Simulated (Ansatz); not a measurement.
Cost and result for the atomization energy of C$_{2}$H$_{6}$BNOS (12 atoms, 11 bonds).

```xyz
12

B    -1.658   -0.035   -0.450
C    -0.248    0.075   -0.029
N     0.224    1.285    0.682
C     0.813   -0.832   -0.191
O     0.516   -1.967   -0.820
S     2.385   -0.554    0.355
H    -2.057   -1.001   -1.023
H    -2.413    0.872   -0.207
H    -0.262    1.425    1.565
H     0.119    2.126    0.119
H     1.328   -2.487   -0.860
H     1.252    1.092    0.859
```

Total charge 0; spin multiplicity 1. The bonds changed during the relaxation, so this is another structure than the one it started from. Geometry: relaxed with PBE0-D4/def2-TZVP. It is one conformer, not always the lowest. Program: Ansatz. All runs use 4 threads of an Arm Neoverse V2 on a shared host. Times are those of one run each, without the atoms' runs, and a repeat can differ threefold. Electronic energies, without spin–orbit coupling; frozen cores. CCSD(T)/CBS adds CCSD(T) − MP2 in def2-TZVPP to the MP2 limit, and its time is that of the two runs behind it. T1 = 0.016. B3LYP takes the VWN-RPA correlation (the form of Gaussian; ORCA's B3LYP/G).

CCSD(T)/CBS is a level of theory with its own doubt, some kJ/mol a heavy atom from the limit and from the frozen cores, so smaller differences don't rank the functionals.

```json
{"level": "PBE-D4/def2-TZVPP (with forces)", "functions": "281", "wall time": "2.6 s"}
{"level": "PBE0-D4/def2-TZVPP", "functions": "281", "wall time": "3.1 s"}
{"level": "B3LYP-D4/def2-TZVPP (with forces)", "functions": "281", "wall time": "4.8 s"}
{"level": "r2SCAN-D4/def2-TZVPP (with forces)", "functions": "281", "wall time": "5.5 s"}
{"level": "B2PLYP/def2-TZVPP", "functions": "281", "wall time": "7 s"}
{"level": "ωB97X-V/def2-TZVPP", "functions": "281", "wall time": "8 s"}
{"level": "ωB97M-V/def2-TZVPP (with forces)", "functions": "281", "wall time": "13 s"}
{"level": "MP2/def2-QZVPP", "functions": "535", "wall time": "31 s"}
{"level": "CCSD(T)/def2-TZVPP", "functions": "281", "wall time": "5 min"}
{"level": "CCSD(T)/CBS(def2)", "functions": "–", "wall time": "5.5 min"}
```

**Question.** What atomization energy does each give, and how far from CCSD(T)/CBS? (Estimate.)

**Answer.** The calculation gave: 
```tsv
level	atomization (kcal/mol)	difference from CCSD(T)/CBS	per bond
PBE-D4/def2-TZVPP (with forces)	1128.7	47.7	4.3
PBE0-D4/def2-TZVPP	1097.9	16.9	1.5
B3LYP-D4/def2-TZVPP (with forces)	1089.8	8.8	0.8
r2SCAN-D4/def2-TZVPP (with forces)	1095.1	14.1	1.3
B2PLYP/def2-TZVPP	1074.7	-6.3	-0.6
ωB97X-V/def2-TZVPP	1088.0	7.0	0.6
ωB97M-V/def2-TZVPP (with forces)	1092.5	11.5	1.1
MP2/def2-QZVPP	1095.2	14.2	1.3
CCSD(T)/def2-TZVPP	1048.6	-32.4	-2.9
CCSD(T)/CBS(def2)	1081.0	0.0	0.0
```

From PBE to PBE0 (25 % exact exchange), in def2-TZVPP and without D4, the atomization energy moves by −29.7 kcal/mol: exact exchange takes away binding that semilocal exchange gives to molecules. In def2-TZVPP, CCSD(T) changes the Hartree–Fock value by +302.8 kcal/mol (the triples alone add +22.7 kcal/mol) and MP2 by +330.4 kcal/mol; breaking electron pairs costs correlation energy, which Hartree–Fock lacks. The D4 term adds +10.8 kcal/mol with B3LYP and +5.7 kcal/mol with PBE0; it sums over pairs of atoms, weighted by their polarisabilities, and B3LYP, whose exchange is more repulsive, gets the larger term.
